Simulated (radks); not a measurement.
Coulomb parameter of the 4f shell of neutral terbium in the model configuration [Xe] 4f8 6s2 6p1, as a second difference U = [E(n + 0.25) + E(n - 0.25) - 2 E(n)] / (0.25)^2 with all orbitals relaxed. "Bare": the charge of the atom changes with n. "Screened": the 6p shell takes up the change at fixed total charge, which measures U(4f,4f) + U(6p,6p) - 2 U(4f,6p). Method: scalar-relativistic Kohn-Sham, PBE, spin-unpolarised, spherical densities, finite nucleus; Fermi nuclear charge, rms radius 5.06 fm; computed with a radial shooting solver on a logarithmic mesh with Libxc functionals.

| case | configuration | E - E(n) (eV) |
|---|---|---|
| start | [Xe] 4f8 6s2 6p1 | 0.000 |
| bare +0.25 | [Xe] 4f8.25 6s2 6p1 | -2.609 |
| bare -0.25 | [Xe] 4f7.75 6s2 6p1 | 3.533 |
| screened +0.25 | [Xe] 4f8.25 6s2 6p0.75 | -2.234 |
| screened -0.25 | [Xe] 4f7.75 6s2 6p1.25 | 2.799 |

U(bare) = 14.782 eV, U(screened by 6p) = 9.049 eV, against the Slater integral F0(4f,4f) = 30.458 eV with frozen orbitals. The step up makes a negative ion, whose loosely bound charge lowers the bare value.
